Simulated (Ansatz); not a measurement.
Cartesian coordinates (Å):
SMILES: SSC=O
```xyz
6

O     -1.2517     0.6611     0.7982
C     -1.1137    -0.0990    -0.1105
S      0.4136    -0.8544    -0.6723
S      1.8034    -0.2274     0.7123
H     -1.9398    -0.4428    -0.7619
H      2.0882     0.9625     0.1496
```
Charge 0, multiplicity 1.

Method: frozen-core CCSD(T)/cc-pVTZ // B3LYP-D3(BJ)/def2-TZVP (Ansatz, an electronic-structure program).

| Quantity | Value |
|---|---|
| HF energy | -909.02331 Ha |
| MP2 correlation energy | -0.73693 Ha |

Question: Estimate the CCSD correlation energy, the (T) correction, the total energy and the T1 diagnostic.

Answer: 
```
Property                        Result
-----------------------  -------------
CCSD correlation energy    -0.76776 Ha
(T) correction             -0.03819 Ha
CCSD(T) total energy     -909.82926 Ha
T1 diagnostic                    0.017
```
